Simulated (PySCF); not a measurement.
Delta-SCF ions had no search for a lower state. Excitations are Tamm–Dancoff values on a coarser integration grid. The basis has no diffuse functions, so Rydberg states are missing or too high.

Species: sesquifulvalene `C1=CC=CC(=C2C=CC=C2)C=C1` (charge 0, multiplicity 1).

Task: Give the vertical ionisation energy (Delta-SCF), S1–T1 gap (TDA), HOMO, LUMO, T1 excitation (TDA), S1 excitation (TDA), vertical electron affinity (Delta-SCF) and HOMO–LUMO gap at the level PySCF 2.14.0 with ωB97X-D3(BJ)/def2-SVP // PBE-D3(BJ)/def2-SVP.

Result: 
| Quantity | Result |
|---|---|
| vertical ionisation energy (Delta-SCF) | 7.07 eV |
| S1–T1 gap (TDA) | 1.25 eV |
| HOMO | -7.42 eV |
| LUMO | -0.44 eV |
| T1 excitation (TDA) | 1.65 eV |
| S1 excitation (TDA) | 2.90 eV |
| vertical electron affinity (Delta-SCF) | 0.76 eV |
| HOMO–LUMO gap | 6.97 eV |
